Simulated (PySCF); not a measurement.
A series of related molecules.

All values: PBE0/pcSseg-1 (PySCF) at GFN2-xTB geometries, gas phase, one conformer each.

(1) Rank by HOMO–LUMO gap, highest first.
A. `C[SiH2]C1=CC=C(CN)O1`
B. `[H]/N=C/c1ccc([SiH2]C)o1`
C. `CC(c1ccc(o1)[SiH2]C)=S`
D. `C[SiH2]c1ccc(N(C)C)o1`

(2) Rank by dipole moment, highest first.
A. `[CH3:1][SiH2:2][c:3]1[cH:4][cH:5][c:6]([C:7]([CH3:8])=[S:9])[o:10]1` with C1–Si2–C3–C4 126°, C5–C6–C7–C8 179°
B. `[H]/[N:8]=[CH:7]/[c:6]1[cH:5][cH:4][c:3]([SiH2:2][CH3:1])[o:9]1` with C1–Si2–C3–C4 122°, C5–C6–C7–N8 -1°
C. `[CH3:1][SiH2:2][c:3]1[cH:4][cH:5][c:6]([N:7]([CH3:8])[CH3:9])[o:10]1` with C1–Si2–C3–C4 5°

## Answers

(1) A (6.21 eV), D (5.68 eV), B (5.18 eV), C (3.74 eV).

(2) A (3.82 D), C (1.90 D), B (1.53 D).

All values together:

```json
{"SMILES": "C[SiH2]c1ccc(CN)o1", "formula": "C6H11NOSi", "μ (D)": "1.83", "HOMO (eV)": "-6.30", "LUMO (eV)": "-0.10", "lowest IAO charge (e)": "-0.719 (C)", "highest IAO charge (e)": "+0.778 (Si)", "lowest Hirshfeld charge (e)": "-0.243 (N)", "highest Hirshfeld charge (e)": "+0.338 (Si)"}
{"SMILES": "C[SiH2]c1ccc(C(C)=S)o1", "formula": "C7H10OSSi", "μ (D)": "3.82", "HOMO (eV)": "-6.26", "LUMO (eV)": "-2.52", "lowest IAO charge (e)": "-0.716 (C)", "highest IAO charge (e)": "+0.776 (Si)", "lowest Hirshfeld charge (e)": "-0.209 (C)", "highest Hirshfeld charge (e)": "+0.350 (Si)"}
{"SMILES": "C[SiH2]c1ccc(N(C)C)o1", "formula": "C7H13NOSi", "μ (D)": "1.90", "HOMO (eV)": "-5.28", "LUMO (eV)": "0.40", "lowest IAO charge (e)": "-0.718 (C)", "highest IAO charge (e)": "+0.778 (Si)", "lowest Hirshfeld charge (e)": "-0.210 (C)", "highest Hirshfeld charge (e)": "+0.328 (Si)"}
{"SMILES": "[H]/N=C/c1ccc([SiH2]C)o1", "formula": "C6H9NOSi", "μ (D)": "1.53", "HOMO (eV)": "-6.56", "LUMO (eV)": "-1.38", "lowest IAO charge (e)": "-0.717 (C)", "highest IAO charge (e)": "+0.776 (Si)", "lowest Hirshfeld charge (e)": "-0.231 (N)", "highest Hirshfeld charge (e)": "+0.345 (Si)"}
```

Conformers: `[CH3:1][SiH2:2][c:3]1[cH:4][cH:5][c:6]([CH2:7][NH2:8])[o:9]1` with C1–Si2–C3–C4 10°, C5–C6–C7–N8 -78°, C6–C7–N8–H -59° and 59°; `[CH3:1][SiH2:2][c:3]1[cH:4][cH:5][c:6]([C:7]([CH3:8])=[S:9])[o:10]1` with C1–Si2–C3–C4 126°, C5–C6–C7–C8 179°; `[CH3:1][SiH2:2][c:3]1[cH:4][cH:5][c:6]([N:7]([CH3:8])[CH3:9])[o:10]1` with C1–Si2–C3–C4 5°; `[H]/[N:8]=[CH:7]/[c:6]1[cH:5][cH:4][c:3]([SiH2:2][CH3:1])[o:9]1` with C1–Si2–C3–C4 122°, C5–C6–C7–N8 -1°.
